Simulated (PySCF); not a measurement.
Ortho-tolunitrile, C8H7N.
Bonds: C1–C2, C2–C3 (aromatic), C3–C4 (aromatic), C4–C5 (aromatic), C5–C6 (aromatic), C6–C7 (aromatic), C7–C8, C8–N9 (triple), C2–C7 (aromatic). Hydrogens: H10, H11, H12 on C1; H13 on C3; H14 on C4; H15 on C5; H16 on C6.

Level: wB97X-D/pcSseg-2 in PySCF, non-relativistic, on one gas-phase PBE0-D3(BJ)/def2-TZVP geometry that isn't relaxed in the solvent. The solvent is an IEF-PCM continuum (cavity from Bondi-type radii × 1.2). Specific hydrogen bonds and non-electrostatic terms are outside this model.

Gas phase at wB97X-D/pcSseg-2: HOMO -9.32 eV, LUMO 0.16 eV, dipole 4.39 D.

Problem. What does the continuum do to the energy, the frontier levels and the dipole at wB97X-D/pcSseg-2 in chloroform?

Solution. 
| solvent | ε | E(solvent) − E(gas) (kcal/mol) | polarisation term (kcal/mol) | distortion of the solute (kcal/mol) | HOMO (eV) | LUMO (eV) | dipole (D) |
| --- | --- | --- | --- | --- | --- | --- | --- |
| chloroform | 4.711 | -4.78 | -5.53 | 0.75 | -9.21 | 0.23 | 5.47 |

The first energy column is the sum of the next two and covers electrostatics alone.

Problem. Which radius a makes the point-dipole formula ΔE = −[(ε − 1)/(2ε + 1)]·μ²/a³ give the value in chloroform, with the gas-phase dipole?

Solution. μ = 1.727 au and |ΔE| = 0.00762 Eh give a = 2.74 Å; the farthest nucleus lies 3.41 Å from the centroid of the nuclei, so such a sphere wouldn't even hold the nuclei. The formula assumes a rigid point dipole at the centre of a sphere.

Note: wB97X-D ran without an empirical dispersion term, which enters the total energy and its gradient alone.
